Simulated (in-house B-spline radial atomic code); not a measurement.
Cd3+ is squeezed into an impenetrable sphere of radius R (the orbitals vanish at R). All numbers are computed (scalar-relativistic (X2C) Hartree-Fock, spin-polarised, averaged over the determinants with the given up and down occupations; Fermi nucleus of rms radius 4.6087 fm) with a radial B-spline atomic code at the basis-set limit, not measured.

Energies in eV above the free ion in [Kr] 4d9:

| R (bohr) | highest level (eV) | [Kr] 4d9 | [Kr] 4d8 4f1 | [Ar] 3d10 4s2 4p5 4d10 |
| --- | --- | --- | --- | --- |
| 8.12 | -53.4 | -1.831e-05 | 37.27 | 64.08 |
| 5.9 | -53.4 | 0.0004869 | 38.42 | 64.08 |
| 5.01 | -53.3 | 0.009238 | 39.91 | 64.09 |
| 4.31 | -53.3 | 0.08527 | 42.11 | 64.17 |
| 3.41 | -52.5 | 1.332 | 48.26 | 65.49 |
| 2.94 | -50.8 | 5.41 | 56.41 | 69.82 |
| 2.49 | -46.1 | 20.92 | 77.3 | 86.25 |
| 2.17 | -38.1 | 56.52 | 117.9 | 123.7 |
| 1.72 | -7.18 | 249.8 | 319.7 | 323.5 |
| 1.32 | 82.4 | 1056 | 1128 | 1143 |

Task: Does [Kr] 4d8 4f1 fall below [Kr] 4d9 under compression?

Result: No, it stays above over the whole range.

Task: Does [Ar] 3d10 4s2 4p5 4d10 fall below [Kr] 4d9 under compression?

Result: No, it stays above over the whole range.

The highest level is first positive in the row R = 1.32 bohr, pushed up by confinement above the zero of the free ion's potential. Each configuration is held fixed and needn't be the lowest in the sphere.
